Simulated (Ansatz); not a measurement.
Total energies of trans-NiH2(NH3)2 (NiN₂H₈) from Ansatz at PBE-D4/def2-TZVP, gas phase (1 Eh = 27.2114 eV = 2625.5 kJ/mol). The reference geometry is relaxed at B3LYP-D4/def2-SVP.

| atom | x (Å) | y (Å) | z (Å) |
| --- | --- | --- | --- |
| Ni1 | 0.0000 | 0.0029 | 0.0008 |
| H2 | -0.8615 | 0.3717 | -1.2501 |
| N3 | 1.5750 | 0.3248 | -1.0506 |
| H4 | 2.4495 | 0.2142 | -0.5374 |
| H5 | 1.5454 | 1.2693 | -1.4408 |
| H6 | 1.5884 | -0.3126 | -1.8500 |
| H7 | 0.8616 | -0.3726 | 1.2497 |
| N8 | -1.5751 | -0.3211 | 1.0516 |
| H9 | -1.5561 | 0.2606 | 1.8921 |
| H10 | -1.5771 | -1.2904 | 1.3773 |
| H11 | -2.4500 | -0.1468 | 0.5574 |

```json
{"state": "charge 0 singlet", "geometry": "reference", "energy (Eh)": "-1622.33941"}
{"state": "charge 1 doublet", "geometry": "reference", "energy (Eh)": "-1622.08180"}
{"state": "charge 1 doublet", "geometry": "relaxed at B3LYP-D4/def2-SVP", "energy (Eh)": "-1622.08196"}
{"state": "charge 0 triplet", "geometry": "relaxed at B3LYP-D4/def2-SVP", "energy (Eh)": "-1622.30088"}
{"state": "free Ni atom (triplet)", "geometry": "–", "energy (Eh)": "-1508.03861"}
{"state": "free H atom (doublet)", "geometry": "–", "energy (Eh)": "-0.49962"}
{"state": "free N atom (quartet)", "geometry": "–", "energy (Eh)": "-54.53214"}
```

**Question.** Work out the vertical ionisation energy to the doublet.

**Answer.** E(charge 1 doublet) − E(charge 0 singlet) = -1622.08180 − (-1622.33941) = 0.25761 Eh = 7.01 eV. For comparison, −ε of the highest occupied level is 3.24 eV at this level, 3.77 eV less.

**Question.** How much does the charge 1 doublet relax, and what is the adiabatic ionisation energy?

**Answer.** Relaxation: -1622.08180 − (-1622.08196) = 0.00016 Eh = 0.00 eV. Adiabatic ionisation energy: 0.25745 Eh = 7.01 eV, without zero-point energy. 

**Question.** Which of the charge 0 states is lowest, and how far above it are the others?

**Answer.** The singlet. triplet: -1622.30088 − (-1622.33941) = 0.03853 Eh = 101.2 kJ/mol.

**Question.** What is the binding energy per atom against free atoms?

**Answer.** Atoms: 1 × (-1508.03861) + 8 × (-0.49962) + 2 × (-54.53214) = -1621.09985 Eh. Binding: -1621.09985 − (-1622.33941) = 1.23956 Eh = 33.73 eV, or 3.07 eV for each of 11 atoms (no zero-point energy, no counterpoise term).

At PBE-D4/def2-TZVP the gap within one spin of the charge 1 doublet nearly closes, so an electron or hole may be smeared out by delocalisation error. At PBE-D4/def2-TZVP the gap within one spin of the relaxed charge 1 doublet nearly closes, so an electron or hole may be smeared out by delocalisation error.
